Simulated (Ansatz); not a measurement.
The cation of `[SiH3]OBCl` at the neutral geometry.

```yaml
crystal:
  periodic: [false, false, false]
  atoms:
    - {symbol: Si, position_ang: [-0.210681, 1.170375, -0.170782]}
    - {symbol: O, position_ang: [-0.430835, -0.296191, 0.593352]}
    - {symbol: B, position_ang: [0.109494, -1.502945, 0.408847]}
    - {symbol: Cl, position_ang: [1.316907, -1.766712, -0.859571]}
    - {symbol: H, position_ang: [-0.576679, 1.048832, -1.601348]}
    - {symbol: H, position_ang: [-1.114025, 2.119522, 0.516086]}
    - {symbol: H, position_ang: [1.199720, 1.601496, -0.028853]}
    - {symbol: H, position_ang: [-0.201802, -2.431478, 1.086568]}
basis:
  gaussian: {orbitals: def2-QZVPP}
total_charge: 1
magnetization: {spin_polarized: true, initial_magnetization: 1}
correlation: {method: ccsd_t}
scf: {omitted_lower_state_checks: [cluster_reference]}
```

```sh
$ ansatz run in.yaml --threads 2 --pin off --events-out ev --progress --plain --max-ram 32768MiB --backend cuda --devices 0, --max-vram 18GiB
```

Output, abridged:

```
Functional definition: HF
2225 factors; integrals over basis functions are off by at most 9.1e-4 eV
mean field evaluation 1: about -23125.7690 eV, gradient 4.0e1 eV
mean field evaluation 2: about -23125.7712 eV, gradient 4.0e1 eV
mean field evaluation 4: about -23132.1352 eV, gradient 4.0e0 eV
mean field evaluation 8: about -23132.3299 eV, gradient 5.8e-1 eV
mean field evaluation 16: about -23133.0900 eV, gradient 4.7e-2 eV
mean field evaluation 32: about -23133.0861 eV, gradient 8.7e-2 eV
mean field evaluation 96: about -23133.5051 eV, gradient 8.8e-2 eV
mean field evaluation 128: about -23132.4988 eV, gradient 5.5e-1 eV
mean field evaluation 160: about -23132.3517 eV, gradient 4.4e-2 eV
mean field evaluation 192: about -23132.3517 eV, gradient 4.1e-2 eV
mean field evaluation 224: about -23132.3627 eV, gradient 3.0e-1 eV
mean field -23133.50738924 eV, -850.1407161000 hartree, gradient 2.1e-6 eV, S^2 0.762337; 15 other end points of the search recorded, 0 dependent functions left out
12 core orbitals not correlated: weight in the atoms' cores, before any rotation towards them, 1.000 or more for the frozen orbitals, at most 0.000 for the correlated occupied ones
reference -23133.50738924 eV, -850.1407161000 hartree; 12, 11 occupied and 350, 351 virtual orbitals, 2225 factors
second order -17.85240668 eV of doubles, -0.00000000 eV of singles
cycle   1  -18.42722126 eV  change   -5.7e-1 eV  update   1.1e-1
cycle   2  -18.92392660 eV  change   -5.0e-1 eV  update   3.6e-2
cycle   3  -19.08057322 eV  change   -1.6e-1 eV  update   2.6e-2
cycle   4  -19.07842271 eV  change    2.2e-3 eV  update   1.3e-2
cycle   5  -19.07439627 eV  change    4.0e-3 eV  update   8.9e-3
cycle   6  -19.07964740 eV  change   -5.3e-3 eV  update   6.7e-3
cycle   7  -19.08224383 eV  change   -2.6e-3 eV  update   5.2e-3
cycle   8  -19.08313857 eV  change   -8.9e-4 eV  update   5.1e-3
cycle   9  -19.08618198 eV  change   -3.0e-3 eV  update   4.5e-3
cycle  10  -19.08683886 eV  change   -6.6e-4 eV  update   3.9e-3
cycle  11  -19.08819737 eV  change   -1.4e-3 eV  update   2.9e-3
cycle  12  -19.09120171 eV  change   -3.0e-3 eV  update   2.0e-3
cycle  13  -19.09119550 eV  change    6.2e-6 eV  update   1.4e-3
cycle  14  -19.09213994 eV  change   -9.4e-4 eV  update   9.4e-4
cycle  15  -19.09260743 eV  change   -4.7e-4 eV  update   5.7e-4
cycle  16  -19.09224690 eV  change    3.6e-4 eV  update   1.8e-4
cycle  17  -19.09234211 eV  change   -9.5e-5 eV  update   1.2e-4
cycle  18  -19.09239038 eV  change   -4.8e-5 eV  update   4.7e-5
cycle  19  -19.09235926 eV  change    3.1e-5 eV  update   3.0e-5
cycle  20  -19.09237535 eV  change   -1.6e-5 eV  update   1.6e-5
perturbative correction -0.78145402 eV, -0.0287179057 hartree
Total energy: -23153.38121861 eV, -850.8710658585 hartree
Checks for a lower state left out: cluster_reference
```

Run time 3 min (2 threads of an AMD EPYC 7R13 on a shared host and a share of an NVIDIA H100 80 GB); peak host memory 1.7 GiB.
